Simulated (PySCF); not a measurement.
C2H6FNOSi, SMILES N[Si]1(F)COC1.

Geometry optimised at ωB97X-D3(BJ)/def2-SVP. The structure was generated by enumeration, and PubChem lists no compound with its InChIKey, so it may never have been made. Other conformers were not sampled.

These are ωB97X-D3(BJ)/def2-SVP run with PySCF 2.14.0 values and carry that method's errors.

Frequencies are harmonic and unscaled.

A small imaginary wavenumber (i) marks a very flat motion, where grid noise or a shallow saddle decides the sign.

```csv
mode,ν (cm⁻¹),IR (km/mol),Raman (Å⁴/amu),depolarisation,moving atoms (share of kinetic energy)
1,29i,12.2,1.5,0.75,"H 77 %, C 12 %"
2,79,8.2,0.1,0.75,"O 50 %, H 16 %, N 12 %, F 9 %"
3,237,0.4,0.8,0.75,"H 47 %, C 20 %, N 14 %, F 11 %"
4,239,0.3,0.8,0.74,"H 46 %, C 20 %, N 13 %, F 11 %, Si 9 %"
5,263,39.5,2.8,0.70,"F 40 %, H 30 %, N 10 %, C 9 %"
6,294,20.6,1.9,0.75,"Si 31 %, H 22 %, C 20 %, F 16 %, N 9 %"
7,387,164.6,0.3,0.52,"H 59 %, N 30 %"
8,499,35.0,8.0,0.14,"Si 23 %, F 19 %, C 19 %, O 18 %, N 15 %"
9,693,3.7,4.8,0.75,"H 56 %, C 30 %, Si 10 %"
10,734,10.5,1.3,0.74,"H 62 %, C 29 %"
11,746,24.6,10.1,0.15,"C 36 %, H 34 %, N 18 %, O 10 %"
12,803,45.3,4.6,0.38,"H 43 %, C 27 %, F 18 %"
13,841,62.7,2.1,0.75,"H 58 %, Si 20 %, N 12 %, C 9 %"
14,881,43.5,0.4,0.46,"Si 27 %, H 18 %, F 17 %, O 15 %, C 12 %, N 10 %"
15,950,170.7,1.5,0.11,"Si 46 %, N 19 %, H 14 %, F 14 %"
16,970,93.8,11.2,0.30,"C 46 %, O 21 %, Si 17 %, H 10 %"
17,1078,128.7,1.4,0.75,"C 51 %, O 46 %"
18,1179,0.7,5.9,0.75,H 92 %
19,1187,9.8,8.6,0.73,"H 86 %, O 8 %"
20,1248,0.4,2.5,0.75,"H 70 %, C 21 %, O 8 %"
21,1285,9.7,1.4,0.02,"H 65 %, C 31 %"
22,1459,0.5,3.9,0.75,H 93 %
23,1480,4.5,24.3,0.68,"H 92 %, C 8 %"
24,1548,60.6,6.2,0.68,"H 89 %, N 11 %"
25,3059,53.4,31.1,0.74,H 95 %
26,3066,16.5,248.8,0.10,H 94 %
27,3133,17.9,105.4,0.66,"H 90 %, C 10 %"
28,3135,20.3,94.7,0.62,"H 90 %, C 10 %"
29,3615,40.6,128.2,0.12,H 96 %
30,3710,45.1,73.0,0.75,"H 91 %, N 9 %"
```
